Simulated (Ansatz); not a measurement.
Wavefunction ladder for `CB[Si](F)(F)F`

```
atom    x (Å)    y (Å)    z (Å)
  C1   1.3053   0.7432   0.4833
  B2   0.4055   0.1163  -0.6023
 Si3  -1.3303  -0.8034  -0.1790
  F4  -1.6483  -0.8722   1.3727
  F5  -1.3335  -2.3001  -0.7002
  F6  -2.5651  -0.0719  -0.8512
  H7   1.1990   0.3404   1.4913
  H8   2.3578   0.8399   0.2116
  H9   0.9170   1.7793   0.5334
 H10   0.6927   0.2284  -1.7596
```

The species carries charge 0 and has multiplicity 1. Geometry: relaxed with PBE0-D4/def2-TZVP. It is one conformer, not always the lowest. Frozen core, restricted reference, the Gaussian-basis code of Ansatz. CBS rows extrapolate triple and quadruple zeta; past MP2 they add the triple-zeta difference.

```tsv
basis	HF (Eh)	MP2 corr.	CCSD corr.	(T)	CCSD(T) total
def2-SVP	-651.92991	-0.86313	-0.90205	-0.01681	-652.84877
def2-TZVPP	-652.50957	-1.12823	-1.15885	-0.03555	-653.70397
def2-QZVPP	-652.53681	-1.22866	–	–	–
CBS(def2)	-652.54056	-1.30306	-1.33368	as TZ	-653.90979
```
